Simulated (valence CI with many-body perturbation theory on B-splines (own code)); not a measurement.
# Level structure of Cu XXV

Calculated by valence CI with perturbative core correlation (CI+MBPT): three valence electrons over a frozen Dirac-Fock core [He], a basis of 11 s, 11 p, 10 d, 8 f, 5 g, 2 h functions for each j, with the one-electron correlation potential Σ1, the two-electron term Σ2, the three-electron term Σ3, Breit, model QED; selected CI, second order for the rest, scaled by the run's own slope (own B-spline code, finite nucleus).

No measured spectrum was set against this ion. As an estimate, levels of excited configurations hold to 0.05 to 0.15 % of their energy, terms of the ground configuration to about 0.5 %.

Levels 136 to 180 of 206, with energies above the lowest level, (2s^2 2p1/2) J=1/2. "Leading %" is the weight of the configuration and term that name the level; weights of strongly mixed levels are sums over their largest components and can fall short. In the jj column 3d3/2^4 stands for four electrons in 3d with j = 3/2.

| No. | Configuration | Term | J | E (eV) | Leading % | Second component | g | Leading jj |
| --- | --- | --- | --- | --- | --- | --- | --- | --- |
| 136 | 2s 2p 4p | 4D | 1/2 | 1806.6 | 72 | 20 % 2s 2p 4p 2P | 0.307 | 2s 2p1/2 4p1/2 (99 %) |
| 137 | 2s 2p 4p | 4D | 3/2 | 1810.3 | 64 | 22 % 2s 2p 4p 4P | 1.323 | 2s 2p1/2 4p3/2 (81 %) |
| 138 | 2s 2p 4p | 2P | 3/2 | 1812.1 | 33 | 20 % 2s 2p 4p 4D | 1.361 | 2s 2p1/2 4p1/2 (68 %) |
| 139 | 2s 2p 4p | 4P | 1/2 | 1814.7 | 78 | 14 % 2s 2p 4p 2S | 2.381 | 2s 2p1/2 4p1/2 (77 %) |
| 140 | 2s 2p 4p | 4D | 5/2 | 1815.6 | 65 | 21 % 2s 2p 4p 4P | 1.392 | 2s 2p1/2 4p3/2 (83 %) |
| 141 | 2s 2p 4p | 2P | 1/2 | 1815.8 | 59 | 19 % 2s 2p 4p 4D | 0.857 | 2s 2p1/2 4p3/2 (76 %) |
| 142 | 2s 2p 4p | 2D | 3/2 | 1817.1 | 56 | 20 % 2s 2p 4p 4S | 1.234 | 2s 2p1/2 4p3/2 (83 %) |
| 143 | 2s 2p 4d | 4F° | 3/2 | 1817.5 | 72 | 11 % 2s 2p 4d 4D° | 0.585 | 2s 2p1/2 4d3/2 (98 %) |
| 144 | 2s 2p 4d | 4F° | 5/2 | 1819.2 | 34 | 28 % 2s 2p 4d 4D° | 1.275 | 2s 2p1/2 4d5/2 (83 %) |
| 145 | 2s 2p 4s | 4P° | 5/2 | 1820.9 | 81 | 14 % 2s 2p 4d 4F° | 1.498 | 2s 2p3/2 4s (81 %) |
| 146 | 2s 2p 4d | 4F° | 5/2 | 1823.1 | 30 | 26 % 2s 2p 4d 2D° | 1.257 | 2s 2p1/2 4d3/2 (57 %) |
| 147 | 2s 2p 4f | 4G | 5/2 | 1823.9 | 47 | 20 % 2s 2p 4f 4F | 0.828 | 2s 2p1/2 4f5/2 (100 %) |
| 148 | 2s 2p 4s | 2P° | 3/2 | 1824.0 | 82 | 12 % 2s 2p 4s 4P° | 1.374 | 2s 2p3/2 4s (93 %) |
| 149 | 2s 2p 4d | 4D° | 3/2 | 1824.3 | 44 | 26 % 2s 2p 4d 4P° | 1.272 | 2s 2p1/2 4d3/2 (53 %) |
| 150 | 2s 2p 4d | 4F° | 7/2 | 1824.3 | 57 | 30 % 2s 2p 4d 4D° | 1.281 | 2s 2p1/2 4d5/2 (83 %) |
| 151 | 2s 2p 4f | 4F | 7/2 | 1824.4 | 29 | 23 % 2s 2p 4f 4D | 1.151 | 2s 2p1/2 4f7/2 (100 %) |
| 152 | 2s 2p 4d | 4D° | 1/2 | 1824.7 | 77 | 14 % 2s 2p 4d 2P° | 0.309 | 2s 2p1/2 4d3/2 (83 %) |
| 153 | 2s 2p 4d | 2D° | 3/2 | 1826.5 | 48 | 37 % 2s 2p 4d 2P° | 0.952 | 2s 2p1/2 4d5/2 (54 %) |
| 154 | 2s 2p 4d | 2F° | 5/2 | 1827.3 | 61 | 18 % 2s 2p 4d 4P° | 1.071 | 2s 2p1/2 4d5/2 (72 %) |
| 155 | 2s 2p 4f | 4F | 3/2 | 1829.2 | 68 | 17 % 2s 2p 4f 2D | 0.583 | 2s 2p1/2 4f5/2 (84 %) |
| 156 | 2s 2p 4f | 4G | 7/2 | 1829.3 | 44 | 31 % 2s 2p 4f 2F | 1.051 | 2s 2p1/2 4f5/2 (83 %) |
| 157 | 2s 2p 4f | 4F | 5/2 | 1829.5 | 32 | 31 % 2s 2p 4f 4D | 1.055 | 2s 2p1/2 4f7/2 (49 %) |
| 158 | 2s 2p 4f | 4G | 9/2 | 1829.6 | 43 | 39 % 2s 2p 4f 4F | 1.222 | 2s 2p1/2 4f7/2 (84 %) |
| 159 | 2s 2p 4f | 2D | 5/2 | 1830.2 | 43 | 32 % 2s 2p 4f 4G | 0.919 | 2s 2p1/2 4f5/2 (49 %) |
| 160 | 2s 2p 4f | 2G | 7/2 | 1830.5 | 43 | 38 % 2s 2p 4f 4D | 1.136 | 2s 2p1/2 4f7/2 (84 %) |
| 161 | 2s 2p 4p | 4P | 3/2 | 1832.1 | 44 | 21 % 2s 2p 4p 2P | 1.578 | 2s 2p3/2 4p1/2 (97 %) |
| 162 | 2s 2p 4p | 4P | 5/2 | 1832.7 | 43 | 32 % 2s 2p 4p 4D | 1.423 | 2s 2p3/2 4p1/2 (90 %) |
| 163 | 2s 2p 4p | 4D | 7/2 | 1833.3 | 100 |  | 1.426 | 2s 2p3/2 4p3/2 (100 %) |
| 164 | 2s 2p 4p | 2P | 3/2 | 1834.5 | 44 | 37 % 2s 2p 4p 4S | 1.536 | 2s 2p3/2 4p3/2 (97 %) |
| 165 | 2s 2p 4p | 2D | 5/2 | 1836.7 | 65 | 35 % 2s 2p 4p 4P | 1.336 | 2s 2p3/2 4p3/2 (92 %) |
| 166 | 2s 2p 4p | 2S | 1/2 | 1838.0 | 66 | 20 % 2s 2p 4p 2P | 1.745 | 2s 2p3/2 4p3/2 (98 %) |
| 167 | 2s 2p 4d | 4F° | 9/2 | 1841.6 | 100 |  | 1.331 | 2s 2p3/2 4d5/2 (100 %) |
| 168 | 2s 2p 4d | 4D° | 7/2 | 1842.5 | 58 | 39 % 2s 2p 4d 4F° | 1.345 | 2s 2p3/2 4d3/2 (50 %) |
| 169 | 2s 2p 4d | 4D° | 5/2 | 1842.8 | 53 | 16 % 2s 2p 4d 4F° | 1.305 | 2s 2p3/2 4d3/2 (94 %) |
| 170 | 2s 2p 4d | 4P° | 3/2 | 1843.3 | 57 | 38 % 2s 2p 4d 4D° | 1.481 | 2s 2p3/2 4d3/2 (94 %) |
| 171 | 2s 2p 4d | 4P° | 1/2 | 1843.6 | 89 | 10 % 2s 2p 4d 4D° | 2.383 | 2s 2p3/2 4d3/2 (97 %) |
| 172 | 2s 2p 4d | 2D° | 5/2 | 1844.7 | 50 | 22 % 2s 2p 4d 4P° | 1.226 | 2s 2p3/2 4d5/2 (94 %) |
| 173 | 2s 2p 4d | 2P° | 3/2 | 1846.1 | 50 | 33 % 2s 2p 4d 2D° | 1.172 | 2s 2p3/2 4d5/2 (92 %) |
| 174 | 2s 2p 4d | 2F° | 7/2 | 1847.2 | 88 | 10 % 2s 2p 4d 4D° | 1.170 | 2s 2p3/2 4d5/2 (51 %) |
| 175 | 2s 2p 4f | 4F | 7/2 | 1848.1 | 44 | 26 % 2s 2p 4f 4G | 1.149 | 2s 2p3/2 4f5/2 (96 %) |
| 176 | 2s 2p 4f | 4F | 9/2 | 1848.3 | 53 | 47 % 2s 2p 4f 4G | 1.255 | 2s 2p3/2 4f7/2 (69 %) |
| 177 | 2s 2p 4d | 2P° | 1/2 | 1848.3 | 88 | 9 % 2s 2p 4d 4D° | 0.653 | 2s 2p3/2 4d5/2 (96 %) |
| 178 | 2s 2p 4f | 4F | 5/2 | 1848.4 | 44 | 27 % 2s 2p 4f 4D | 1.082 | 2s 2p3/2 4f5/2 (100 %) |
| 179 | 2s 2p 4f | 2F | 7/2 | 1848.8 | 44 | 24 % 2s 2p 4f 4D | 1.180 | 2s 2p3/2 4f7/2 (96 %) |
| 180 | 2s 2p 4f | 4G | 11/2 | 1848.9 | 100 |  | 1.271 | 2s 2p3/2 4f7/2 (100 %) |

Where two levels of one J and parity lie close, their mixing, g and order are uncertain.
